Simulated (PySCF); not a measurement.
Compound: C2H3Ga.
Atom-mapped SMILES: `[CH:1]#[C:2][GaH2:3]` (hydrogens: H4 on C1; H5, H6 on Ga3)

Geometry (PBE0-D3(BJ)/def2-SVP, Å), atoms numbered from 1 in this order:
```xyz
6
C2H3Ga angstrom
C     -1.5615    0.2816    1.0524
C     -0.5218    0.0993    0.4393
Ga     1.1037   -0.1986   -0.5305
H     -2.4753    0.4447    1.5975
H      1.5725    0.9015   -1.5362
H      1.8859   -1.5262   -0.2712
```

Level of theory: MP2 and CCSD/aug-cc-pVDZ in PySCF, restricted Hartree–Fock reference, frozen core, non-relativistic, gas phase, PBE0-D3(BJ)/def2-SVP geometry.

E(HF) = -2000.63039 Eh.

(1) How large is the problem?

(2) What are the MP2 and CCSD correlation energies?

(3) What is the T1 diagnostic?

(4) How does correlation change the dipole moment?

Answers

(1) 109 basis functions and 46 electrons; 11 orbitals frozen, which leaves o = 12 correlated occupied and v = 86 virtual orbitals. That is o·v = 1032 singles and o·v(o·v + 1)/2 = 533028 distinct closed-shell doubles amplitudes before symmetry; the costliest CCSD step grows as o²v⁴ = 7.9 × 10^9.

(2) MP2 -0.3535 Eh and CCSD -0.3809 Eh, which gives totals of -2000.98385 and -2001.01129 Eh. That is 0.432 eV for each correlated electron at CCSD (1000 kJ/mol in all, 0.019 % of the total energy); MP2 gives 92.8 % of the CCSD value.

(3) 0.0107, below the customary warning level of 0.02. It is the norm of the spatial-orbital singles amplitudes over the root of the number of correlated electrons, so the norm is 0.052.

(4) HF gives 0.20 D and CCSD (unrelaxed density) 0.18 D, a change of -0.02 D.

Connected triples and the basis-set limit are missing.

The job also held the EOM ionisation and excitation roots. Time: 5.3 min. Hardware: Arm Neoverse V2, one thread, on a shared host.
